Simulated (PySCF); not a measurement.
B3LYP has the VWN-RPA correlation part, as in Gaussian. 

```xyz
9

B     -0.0139     1.0097     0.7773
C      0.0797    -0.1178    -0.2825
N      1.2224    -0.2256    -0.8762
N     -0.8737    -1.0742    -0.4638
H     -0.2965     0.7507     1.9066
H      0.3151     2.1119     0.4770
H      1.7757     0.6235    -0.7763
H     -0.6095    -1.8976    -0.9847
H     -1.5995    -1.1806     0.2225
```

Charge 0, multiplicity 1.

Task: Give the Mulliken and meta-Löwdin atomic charges from B3LYP-D3(BJ)/def2-TZVP run with PySCF 2.14.0.

Result: 
```csv
atom,Mulliken (e),meta-Löwdin (e)
B1,-0.10,-0.03
C2,0.23,0.17
N3,-0.37,-0.46
N4,-0.42,-0.42
H5,0.00,0.01
H6,0.01,0.02
H7,0.20,0.22
H8,0.22,0.24
H9,0.23,0.24
```
